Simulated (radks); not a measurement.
Radial electron density D(r) = 4 pi r^2 rho(r) of an atom or ion with 21 electrons. Calculated with a radial shooting solver on a logarithmic mesh with Libxc functionals: Dirac Kohn-Sham, PBE, spin-unpolarised, spherical densities, point nucleus.

r (bohr),D(r) (e/bohr)
0.00282,2.894
0.003528,4.247
0.004413,6.156
0.005521,8.784
0.006908,12.29
0.008642,16.80
0.01081,22.27
0.01353,28.44
0.01692,34.69
0.02117,40.03
0.02649,43.26
0.03314,43.49
0.04146,40.94
0.05186,37.52
0.06489,36.39
0.08118,39.91
0.1016,46.81
0.1271,51.41
0.159,47.69
0.1989,36.00
0.2488,24.86
0.3113,22.34
0.3894,25.84
0.4872,25.25
0.6095,16.97
0.7625,7.265
0.954,1.857
1.193,0.2587
1.493,0.01729

What is the nuclear charge?

Answer. Z = 35. The innermost maximum, from 1s, lies near gamma/Z bohr with gamma = sqrt(1 - (Z/c)^2) = 0.967, here 0.0276 bohr (found: 0.0301), and its height grows with Z. The density is that of the bromine ion Br14+ in [Ar] 3d3; the configuration itself is not fixed sharply by these data, and Z only to about a unit. D(r) has 3 maxima, at r = 0.0301, 0.130, 0.432 bohr, and minima at 0.0618, 0.294 bohr, inside which lie 2.08, 10.76 electrons.
